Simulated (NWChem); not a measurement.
Molecule: CuPH₃I; SMILES [I][Cu]<-[PH3]

```xyz
6

Cu    -0.0013     0.9071     0.0001
I     -0.0034    -1.4987     0.0000
P      0.0075     3.1021    -0.0002
H      1.0266     3.7908    -0.7074
H      0.1167     3.7969     1.2321
H     -1.1079     3.8044    -0.5256
```
Atoms are numbered in this order, from 1.

All runs: NWChem. The geometry was optimised at PBE0/def2-SVP. def2 effective core potentials on I; no spin-orbit coupling. Vertical excitations in the gas phase; the lowest state need not have the same character in each row.

```json
[
 {"level": "PBE/def2-SVP, TDA", "lowest excitation, singlet (eV)": "3.68", "lowest state with f > 0.02, singlet (eV)": "4.05", "oscillator strength of that bright state": "0.124", "orbital gap (eV)": "3.68"},
 {"level": "B3LYP/def2-SVP, TDA", "lowest excitation, singlet (eV)": "[?]", "lowest state with f > 0.02, singlet (eV)": "[?]", "oscillator strength of that bright state": "[?]", "orbital gap (eV)": "[?]"},
 {"level": "BHandHLYP/def2-SVP, TDA", "lowest excitation, singlet (eV)": "5.02", "lowest state with f > 0.02, singlet (eV)": "5.02", "oscillator strength of that bright state": "0.023", "orbital gap (eV)": "7.06"},
 {"level": "Hartree-Fock/def2-SVP, CIS", "lowest excitation, singlet (eV)": "5.88", "lowest state with f > 0.02, singlet (eV)": "5.88", "oscillator strength of that bright state": "0.046", "orbital gap (eV)": "10.04"}
]
```

Problem. Complete the blanks.

Solution. 
- B3LYP/def2-SVP, TDA, lowest excitation, singlet (eV): 4.32
- B3LYP/def2-SVP, TDA, lowest state with f > 0.02, singlet (eV): 4.62
- B3LYP/def2-SVP, TDA, oscillator strength of that bright state: 0.103
- B3LYP/def2-SVP, TDA, orbital gap (eV): 5.10
